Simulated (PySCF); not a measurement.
How methods differ on the ionisation energy of Re²⁺

Re²⁺ [Xe] 4f14 5d5 (6S) → Re³⁺ [Xe] 4f14 5d4 (5D), as a difference of total energies. Calculation: PySCF 2.14, in aug-cc-pVTZ-PP with ECP60MDF (6s6p5d3f2g, 88 functions); scalar relativity through the core potential. Correlated levels: valence: 5s2 5p6 frozen. The calculations carry no spin-orbit coupling.

```tsv
method	ionisation energy (eV)
UHF	27.243
MP2 (valence)	27.830
SCS-MP2 (valence)	27.439
CCSD (valence)	27.867
CCSD(T) (valence)	27.880
```

Problem. How much does correlation contribute at CCSD(T) (valence)?

Solution. 27.880 − (27.243) = 0.637 eV, measured against UHF.

The reference lies between the lowest fine-structure levels, while these numbers refer to the centres of the terms.

Errors of the correlated levels include the incompleteness of this basis and the frozen core.

For comparison: 27 ± 1.6 eV (theoretical estimate listed by NIST; NIST Atomic Spectra Database, ionization energies).
